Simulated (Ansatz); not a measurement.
Name a neutral molecule of Br, F, Hf with HOMO energy (PBE0/def2-TZVPP) between -9.15 and -8.85 eV and HOMO energy (B3LYP/def2-TZVPP) between -9.05 and -8.75 eV (Ansatz, PBE0-D4/def2-TZVP geometry).

`[F][Hf]([F])([Br])[Br]` (-9.06 eV, -8.79 eV). Other molecules can fit too; these were computed, each in one conformer that needn't be the lowest.

B3LYP here is the variant with VWN-RPA as its local correlation; programs differ in this.
